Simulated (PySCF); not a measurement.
Al(Cl)(H)(NHMe) (CH₅AlClN), SMILES C[NH][AlH][Cl].

Coordinates come from a B3LYP-D3(BJ)/def2-SVP optimisation. The values are those of a single conformer.

Calculation: TDA-PBE0/def2-SVPD (PySCF).

Vertical excitations. Gas-phase values at a fixed geometry. State labels are in the subgroup Cs.

Computed excitation energies, oscillator strengths and character:
```csv
state,symmetry,energy (eV),λ (nm),f,main pairs
S1,A",5.73,216,0.028,HOMO→LUMO+1 97 %
S2,A',5.76,215,0.135,HOMO→LUMO 96 %
S3,A",6.37,194,0.001,HOMO→LUMO+2 97 %
S4,A",6.90,180,0.013,HOMO−1→LUMO 97 %
S5,A",7.25,171,0.002,"HOMO→LUMO+3 74 %, HOMO→LUMO+4 20 %"
S6,A",7.43,167,0.000,"HOMO→LUMO+4 73 %, HOMO→LUMO+3 18 %"
S7,A',7.60,163,0.077,HOMO−1→LUMO+1 76 %
S8,A",7.67,162,0.005,HOMO−3→LUMO 87 %
S9,A',7.67,162,0.043,HOMO−2→LUMO 82 %
S10,A",7.74,160,0.022,HOMO→LUMO+5 92 %
T1,A',4.65,267,0,HOMO→LUMO 97 %
T2,A",5.35,232,0,HOMO→LUMO+1 92 %
T3,A",6.25,198,0,HOMO→LUMO+2 94 %
T4,A",6.38,194,0,"HOMO−1→LUMO 80 %, HOMO−3→LUMO 17 %"
```
Triplets are in the Tamm–Dancoff approximation.
